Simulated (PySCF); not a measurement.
Ga(Cl)(SH)2 (ClGaH2S2), SMILES [Cl][Ga]([SH])[SH].

Geometry: PBE0-D3(BJ)/def2-SVP. The values are those of a single conformer.

Calculation: PySCF with PBE/def2-TZVP.

Symmetry labels are those of the subgroup C2v that the program uses (full group C2v).

Q: List the valence orbital energies around the gap with their symmetry. (The exact figures need the calculation; the answer reports its results.)

A: 
| orbital | symmetry | energy (eV) |
|---|---|---|
| HOMO−7 | B2 | -10.63 |
| HOMO−6 | A1 | -9.97 |
| HOMO−5 | A1 | -8.86 |
| HOMO−4 | B2 | -8.21 |
| HOMO−3 | B1 | -8.14 |
| HOMO−2 | B2 | -7.50 |
| HOMO−1 | B1 | -7.12 |
| HOMO | A2 | -6.71 |
| LUMO | A1 | -2.19 |
| LUMO+1 | B1 | -1.80 |
| LUMO+2 | A1 | -1.27 |
| LUMO+3 | B2 | -0.26 |
